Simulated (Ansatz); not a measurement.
Cost and result for the atomization energy of CH2AlClO, SMILES `[Cl][Al]1[CH2][O]1` (6 atoms, 6 bonds).

The species carries charge 0 and has multiplicity 1. The structure was optimised at the PBE0-D4/def2-TZVP level. Program: Ansatz. All runs use 2 threads of an Arm Neoverse V1 on a shared host. Times are those of one run each, without the atoms' runs, and a repeat can differ threefold. Electronic energies, without spin–orbit coupling; frozen cores. CCSD(T)/CBS adds CCSD(T) − MP2 in def2-TZVPP to the MP2 limit, and its time is that of the two runs behind it. T1 = 0.014.

CCSD(T)/CBS is a level of theory with its own doubt, some kJ/mol a heavy atom from the limit and from the frozen cores, so smaller differences don't rank the functionals.

```csv
level,functions,wall time,atomization (kcal/mol),difference from CCSD(T)/CBS,per bond
CCSD(T)/def2-SVP,74,1.4 s,472.5,-37.2,-6.2
revPBE-D4/def2-TZVPP,174,1.8 s,505.9,-3.8,-0.6
PBE-D4/def2-TZVPP (with forces),174,2.2 s,522.2,12.5,2.1
BHLYP-D4/def2-TZVPP,174,2.7 s,482.1,-27.6,-4.6
CAM-B3LYP-D4/def2-TZVPP,174,2.8 s,506.2,-3.5,-0.6
PBE-QIDH/def2-TZVPP,174,4.5 s,505.0,-4.7,-0.8
r2SCAN-D4/def2-TZVPP (with forces),174,4.7 s,514.1,4.4,0.7
r2SCANh-D4/def2-TZVPP,174,4.9 s,508.2,-1.5,-0.3
B97M-V/def2-TZVPP,174,8.5 s,513.4,3.7,0.6
ωB97M-V/def2-TZVPP (with forces),174,10 s,510.5,0.8,0.1
MP2/def2-QZVPP,314,12 s,522.7,13.0,2.2
CCSD(T)/def2-TZVPP,174,33 s,492.9,-16.8,-2.8
CCSD(T)/CBS(def2),–,45 s,509.7,0.0,0.0
```

From PBE to PBE0 (25 % exact exchange), in def2-TZVPP and without D4, the atomization energy moves by −14.4 kcal/mol: exact exchange takes away binding that semilocal exchange gives to molecules. In def2-TZVPP, CCSD(T) changes the Hartree–Fock value by +142.9 kcal/mol (the triples alone add +11.3 kcal/mol) and MP2 by +162.7 kcal/mol; breaking electron pairs costs correlation energy, which Hartree–Fock lacks. The D4 term adds +4.2 kcal/mol with B3LYP and +2.2 kcal/mol with PBE0; it sums over pairs of atoms, weighted by their polarisabilities, and B3LYP, whose exchange is more repulsive, gets the larger term.

B3LYP here is the variant with VWN-RPA as its local correlation; programs differ in this.
